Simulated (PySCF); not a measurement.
C2H6N, SMILES CC[NH], multiplicity 2.

Geometry optimised at r2SCAN-D4/def2-TZVP. The isomer is the one that the SMILES or the coordinates give; other isomers of the formula were not compared. One conformer was computed; it need not be the lowest.

The numbers are results of ωB97X/def2-TZVPD (PySCF), not measurements.

Q: Estimate the frontier levels, dipole moment and polarisability. (The exact figures need the calculation; the answer reports its results.)

A: 
The α spin, highest occupied and lowest empty level comes out as -10.12 and 2.07 eV. The β spin, highest occupied and lowest empty level comes out as -10.25 and 0.03 eV and the dipole moment comes out as 1.93 D. The quadrupole, principal values (traceless, Buckingham form, about the centre of nuclear charge) is -4.39, 0.39, 4.00 D·Å, the mean static polarisability is 36.0 bohr³ (5.33 Å³) and the polarisability, principal values comes out as 32.0, 35.6, 40.4 bohr³. The ⟨S²⟩ comes out as 0.755 (pure state 0.75).
